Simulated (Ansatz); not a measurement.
`OC(S)=[Se]` + H–F → `FC(S)=[Se]` + H₂O at 700 K and 1 bar (substitution at a C–O bond).

Program: Ansatz. Geometries: PBE0-D4/def2-TZVP. ΔE: electronic, gas phase. CCSD(T)/CBS adds triple-zeta CCSD(T) − MP2 to the extrapolated MP2 energy (def2 sets, frozen cores). This one scheme is used for every species. For Se outer-core shells are correlated without core-valence functions, which leaves a few kJ/mol of doubt a bond. Scalar relativity is left out up to krypton. Each species was taken in one conformer, which may not be the lowest.

```
     species  CCSD(T)/CBS energy (Eh)  H − E (kJ/mol)  S (J/(mol·K))
`OC(S)=[Se]`              -2912.88980           132.7          382.9
         H–F               -100.39570            45.2          198.5
`FC(S)=[Se]`              -2936.88709            94.1          375.8
         H₂O                -76.37941            80.5          218.4
```

H − E and S are ideal-gas, rigid-rotor, harmonic terms from PBE0-D4/def2-TZVP, for one conformer and one mirror image of each species. 1 Eh = 2625.50 kJ/mol, R = 8.31446 J/(mol·K).

Q: By hand: ΔE, ΔH, ΔS and ΔG.

A: ΔE = (-2936.88709) + (-76.37941) − (-2912.88980) − (-100.39570) = 0.01900 Eh = 49.9 kJ/mol. Δ(H − E) = 94.1 + 80.5 − 132.7 − 45.2 = -3.3, so ΔH = 46.6 kJ/mol. ΔS = 375.8 + 218.4 − 382.9 − 198.5 = 12.8 J/(mol·K). ΔG = 46.6 − 700 × (12.8)/1000 = 37.6 kJ/mol.

Q: By hand: the equilibrium constant, and the temperature at which ΔG would vanish if ΔH and ΔS stayed fixed.

A: log₁₀ K = −ΔG/(RT ln 10) = -2.8. ΔG = 0 at ΔH/ΔS = 3641 K, far beyond where these terms or the molecules hold.

The number of gas molecules stays the same, so ΔS is small and ΔH decides. A doubt of 5 kJ/mol in ΔE shifts log₁₀ K by 0.4 here. Other conformers and mirror images would add mixing entropy, several J/(mol·K) or more a flexible species. These are equilibria of isolated gas molecules and say nothing of rates. Largest T1 diagnostic: 0.017 (customary marks: 0.02 for closed shells, 0.045 for open ones).
